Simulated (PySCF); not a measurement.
Structure with atom numbers: `[CH3:1][S:2][SiH2:3][B:4]([OH:5])[OH:6]`; H(Xn) means a hydrogen on atom n.

Geometry: PBE0-D3(BJ)/def2-SVP; GIAO shifts from PySCF 2.14, gas phase, non-relativistic, averaged over equivalent atoms.

At KT3/pcSseg-1 (151 basis functions, 16 s wall time on 1 thread of an Arm Neoverse V2, shared host):
```json
{"atoms": "C1", "δ (ppm)": "16.1"}
{"atoms": "S2", "δ (ppm)": "-203.2"}
{"atoms": "Si3", "δ (ppm)": "-54.8"}
{"atoms": "B4", "δ (ppm)": "25.0"}
{"atoms": "O5/O6", "δ (ppm)": "145.1"}
{"atoms": "H(Si3)", "δ (ppm)": "4.23"}
{"atoms": "H(O5)/H(O6)", "δ (ppm)": "4.14"}
{"atoms": "H(C1)", "δ (ppm)": "2.13"}
```

Scale: $^{13}$C (182.31 ppm), $^{29}$Si (365.51 ppm), $^{1}$H (31.32 ppm) vs TMS; CS2 for $^{33}$S (516.28 ppm); $^{11}$B (100.51 ppm) against BF3·OEt2; $^{17}$O (329.03 ppm) vs H2O (reference shieldings calculated alike).

Estimate the result of repeating the calculation with PBE0/6-311+G(2d,p).

Answers


```csv
atoms,"δ at PBE0/6-311+G(2d,p)",change
C1,14.4,-1.7
S2,-213.0,-9.8
Si3,-56.4,-1.6
B4,29.0,+4.0
O5/O6,139.1,-6.0
H(Si3),4.72,+0.49
H(O5)/H(O6),3.83,-0.31
H(C1),2.27,+0.14
```

Chemical shifts δ = σref − σ; $^{13}$C (σ = 186.44 ppm), $^{29}$Si (σ = 344.43 ppm), $^{1}$H (σ = 31.51 ppm) against TMS; $^{33}$S (σ = 507.15 ppm) vs CS2; BF3·OEt2 for $^{11}$B (σ = 102.42 ppm); H2O for $^{17}$O (σ = 326.57 ppm), all at this level.

The largest change is at S2 (sulfur bonded to C, Si). Cost: 220 basis functions, 25 s wall time on 1 thread of an Arm Neoverse V2, shared host.

Experimental scales use liquid or dissolved standards, which lie at an offset from isolated H2O (liquid H2O: subtract about 36 ppm).
